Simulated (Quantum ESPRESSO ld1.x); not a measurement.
Results of a calculation; reference values are marked as such.
The mean radii <r> (bohr) of the occupied orbitals of an atom or ion are listed with their occupations. Level of theory: Dirac Kohn-Sham, PBE, spin-unpolarised, spherical densities, point nucleus (ld1.x of Quantum ESPRESSO 7.5).

| orbital | occ. | <r> |
|---|---|---|
| 1s1/2 | 2 | 0.01604 |
| 2s1/2 | 2 | 0.06689 |
| 2p1/2 | 2 | 0.05487 |
| 2p3/2 | 4 | 0.06379 |
| 3s1/2 | 2 | 0.1739 |
| 3p1/2 | 2 | 0.1644 |
| 3p3/2 | 4 | 0.1806 |
| 3d3/2 | 4 | 0.1569 |
| 3d5/2 | 6 | 0.1618 |
| 4s1/2 | 2 | 0.3835 |
| 4p1/2 | 2 | 0.3847 |
| 4p3/2 | 4 | 0.4189 |
| 4d3/2 | 4 | 0.4229 |
| 4d5/2 | 6 | 0.4337 |
| 4f5/2 | 6 | 0.4437 |
| 5s1/2 | 2 | 0.8182 |
| 4f7/2 | 8 | 0.4495 |
| 5p1/2 | 2 | 0.8575 |
| 5p3/2 | 4 | 0.9229 |
| 5d3/2 | 1 | 1.029 |

Name the element and its charge. Open shells, if any, fill j = l - 1/2 first.

Answer. Z = 82, lead, charge +13: Pb13+ in [Xe] 4f14 5d1. The 1s radius gives Z: for a bare nucleus <r> = (2 gamma + 1)/(2Z) with gamma = sqrt(1 - (Z/c)^2), 0.01587 bohr for Z = 82, and screening makes it slightly larger (0.01604 here). The occupations add up to 69, and the charge is Z minus that.
